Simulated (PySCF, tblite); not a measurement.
Isomers of C2H8ClSi2 (doublet state). Computed values, GFN2-xTB/tblite, gas phase, harmonic and unscaled. Errors from tens to a few hundred cm⁻¹ against measured bands are possible. Modes of hydrogen on silicon can be 10 to 20 % off. One conformer each. Open shells enter through the occupations alone, without spin polarisation, and single modes of such species can be off by tens of per cent.

Electronic energies: B3LYP/pcH-1 single points on the GFN2-xTB geometries (PySCF, gas phase).

```json
{"SMILES": "[SiH3]C[C]([SiH3])Cl", "electronic energy, lowest = 0 (kJ/mol)": "0.0"}
{"SMILES": "[SiH2]C[C@H]([SiH3])Cl", "electronic energy, lowest = 0 (kJ/mol)": "16.7"}
{"SMILES": "[SiH2][C@@H](Cl)C[SiH3]", "electronic energy, lowest = 0 (kJ/mol)": "7.7"}
```

**Question.** How do GFN2-xTB zero-point energies change the relative energies?

**Answer.** 
```
                 SMILES  ZPE (kJ/mol)  of it from modes above 1550 cm⁻¹  electronic (kJ/mol)  with ZPE, lowest = 0 (kJ/mol)  lowest mode (cm⁻¹)  rings
   [SiH3]C[C]([SiH3])Cl         210.7                             116.4                  0.0                            0.0                  52      0
[SiH2][C@@H](Cl)C[SiH3]         221.0                             121.3                  7.7                           18.0                  57      0
 [SiH2]C[C@H]([SiH3])Cl         221.2                             120.7                 16.7                           27.1                  71      0
```

The zero-point energies span 10.5 kJ/mol, from `[SiH3]C[C]([SiH3])Cl` to `[SiH2]C[C@H]([SiH3])Cl`. The order is unchanged.

**Question.** And how do the electronic energies of GFN2-xTB itself compare?

**Answer.** `[SiH3]C[C]([SiH3])Cl` 0.0; `[SiH2][C@@H](Cl)C[SiH3]` 22.3; `[SiH2]C[C@H]([SiH3])Cl` 20.1 kJ/mol, lowest = 0. Against the energies above, taken from the same isomer `[SiH3]C[C]([SiH3])Cl`, the largest difference is 14.6 kJ/mol.

**Question.** What do entropy and thermal enthalpy add at 298.15 K and 1 bar (rigid rotor, harmonic oscillator, one conformer each)?

**Answer.** 
```json
{"SMILES": "[SiH3]C[C]([SiH3])Cl", "point group": "C1", "symmetry number": "1", "S (J/(mol K))": "401.6", "H − H(0) (kJ/mol)": "26.55", "ZPE + H − H(0) − TS (kJ/mol)": "117.5"}
{"SMILES": "[SiH2][C@@H](Cl)C[SiH3]", "point group": "C1", "symmetry number": "1", "S (J/(mol K))": "392.6", "H − H(0) (kJ/mol)": "25.68", "ZPE + H − H(0) − TS (kJ/mol)": "129.6"}
{"SMILES": "[SiH2]C[C@H]([SiH3])Cl", "point group": "C1", "symmetry number": "1", "S (J/(mol K))": "385.3", "H − H(0) (kJ/mol)": "25.12", "ZPE + H − H(0) − TS (kJ/mol)": "131.4"}
```

S holds R ln(2S + 1) for the spin.
